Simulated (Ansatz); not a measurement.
The first iterations of a band of CH8AlNSi2 (13 atoms, charge 0, multiplicity 1).

All numbers below come from RKS CAM-B3LYP/STO-3G in Ansatz 0.2.0.

```json
{
 "movable images": "6",
 "climbing image": "no",
 "spring": "5.0 eV/Å²",
 "optimiser": "quadratic models (default)",
 "start path": "through a guess of the saddle point",
 "force threshold": "0.05 eV/Å",
 "iteration limit": "60",
 "end points": "relaxed"
}
```

Image 0:

```xyz
13
Properties=species:S:1:pos:R:3
Si -2.243 0.160 0.176
Si -0.241 1.177 -0.052
N 1.072 0.075 -0.365
C 1.499 -1.093 0.543
Al 2.406 -0.725 -1.022
H -2.303 -0.669 1.351
H -3.299 1.133 0.286
H -2.550 -0.674 -0.956
H -0.293 2.112 -1.149
H 0.016 1.948 1.144
H 0.742 -1.888 0.654
H 1.838 -0.794 1.548
H 3.376 -0.796 -2.143
```

Image 7:

```xyz
13
Properties=species:S:1:pos:R:3
Si -2.235 0.185 0.226
Si -0.208 1.176 0.147
N 1.071 0.109 -0.359
C 1.468 -1.207 0.336
Al 2.378 -0.608 -1.153
H -3.261 1.151 0.519
H -2.578 -0.434 -1.027
H -2.302 -0.831 1.242
H -0.245 2.281 -0.780
H 0.080 1.734 1.450
H 0.689 -1.987 0.320
H 1.822 -1.090 1.374
H 3.340 -0.514 -2.280
```

| iteration | highest image above the first end (eV) | largest band force component (eV/Å) |
| --- | --- | --- |
| 1 | 2.764 | 6.774 |
| 2 | 0.521 | 2.266 |
| 3 | 0.395 | 1.162 |
| 4 | 0.297 | 0.700 |
| 5 | 0.187 | 0.491 |

Question: Does the band converge within its limit, and where does its top end?

Answer: The run converged. It ended after 16 iterations with the highest image 0.022 eV above the first end. No image climbed, so the highest image needn't sit at the top of the path. Limits of this set-up: minimal basis.

Time of the run: 6 min on 1 thread of Arm Neoverse V1, with other jobs on the host, peak memory 0.13 GiB.
